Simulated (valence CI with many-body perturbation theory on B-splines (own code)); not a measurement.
Ladder of approximations for Nd II

Computed by configuration interaction combined with many-body perturbation theory (CI+MBPT): five valence electrons over a frozen Dirac-Fock core [Xe], a basis of 7 s, 7 p, 7 d, 7 f, 4 g, 2 h functions for each j, with the one-electron correlation potential Σ1 (screened to all orders), the two-electron term Σ2, the three-electron term Σ3, Breit, model QED; selected single and double excitations, second order for the rest (own B-spline code, finite nucleus).

Against 23 measured levels this calculation errs by 2439 cm⁻¹ on average and by 4380 at most. These come from a selection out of the NIST Handbook of Basic Atomic Spectroscopic Data. Levels without a partner in it may be off by more, other configurations by several thousand cm⁻¹. Not all symmetries were solved, so the list stops early. Among the levels kept, up to 2800 cm⁻¹ of a level comes from second order outside the variational space, and about a tenth of that is noise between levels of different J, which matters for small intervals. Only levels of the ground parity were solved; by the run's estimate the other parity begins above the list, which can be wrong where configurations are misplaced. 19 measured levels below the end of the list, from 8010 cm⁻¹ on, found no clear computed partner, and computed levels of the same name lie up to 4383 cm⁻¹ from them.

Each rung adds one term. CI alone is the Dirac-Coulomb CI over the frozen core; QED comes last and gives the full result, which names the levels. Energies are above 4f⁴6s ⁶I_7/2 on the same rung, in eV. A blank means that the level has no clear partner on that rung.

Names give the largest LS component (configuration and term), which can be under half, so a name can repeat, a term be missing and a line seem to break the LS rules; names also repeat where a configuration has a term twice.

```
        Level  CI alone  + Σ1    + Σ2    + Σ3  + Breit    Full
 4f⁴6s ⁶I_9/2                  0.0501  0.0611   0.0587  0.0587
4f⁴6s ⁶I_11/2                  0.1958  0.2021   0.1848  0.1856
 4f⁴6s ⁴I_9/2                  0.1942  0.2099   0.1959  0.1964
4f⁴6s ⁶I_13/2                  0.3595  0.3623   0.3288  0.3303
4f⁴6s ⁴I_11/2                  0.3858  0.4056   0.3755  0.3769
4f⁴6s ⁶I_15/2                  0.5246  0.5249   0.4754  0.4778
4f⁴6s ⁴I_13/2                  0.5859  0.6070   0.5590  0.5609
4f⁴6s ⁶I_17/2                  0.7017  0.7005   0.6338  0.6373
4f⁴6s ⁴I_15/2                  0.7745  0.7973   0.7310  0.7341
4f⁴5d ⁶L_11/2                   1.116   1.047    1.048   1.044
4f⁴5d ⁶L_13/2                   1.252   1.185    1.173   1.170
 4f⁴6s ⁶F_1/2                   1.134   1.177    1.178   1.179
 4f⁴6s ⁶F_3/2                   1.166   1.210    1.207   1.209
 4f⁴5d ⁶K_9/2                   1.320   1.257    1.257   1.253
 4f⁴6s ⁶F_5/2                   1.217   1.263    1.255   1.257
4f⁴5d ⁶L_15/2                   1.403   1.337    1.313   1.310
 4f⁴6s ⁴F_3/2                   1.252   1.323    1.321   1.322
 4f⁴6s ⁶S_5/2                   1.402   1.346    1.333   1.335
 4f⁴6s ⁶F_7/2                   1.312   1.355    1.341   1.343
4f⁴5d ⁶K_11/2                   1.443   1.381    1.367   1.363
 4f⁴6s ⁴F_5/2                   1.355   1.421    1.410   1.412
 4f⁴6s ⁶F_9/2                   1.404   1.439    1.424   1.426
 4f⁴5d ⁶I_7/2                   1.508   1.440    1.442   1.438
 4f⁴6s ⁴S_3/2                   1.480   1.452    1.438   1.440
4f⁴5d ⁶L_17/2                   1.554   1.489    1.451   1.449
4f⁴5d ⁶K_13/2                   1.560   1.497    1.475   1.472
 4f⁴6s ⁴F_7/2                   1.477   1.519    1.514   1.515
4f⁴6s ⁶F_11/2                   1.546   1.586    1.554   1.557
 4f⁴5d ⁶G_3/2                   1.546   1.574    1.577   1.576
 4f⁴5d ⁶I_9/2                   1.668   1.602    1.591   1.587
4f⁴5d ⁶L_19/2                   1.713   1.648    1.595   1.594
```
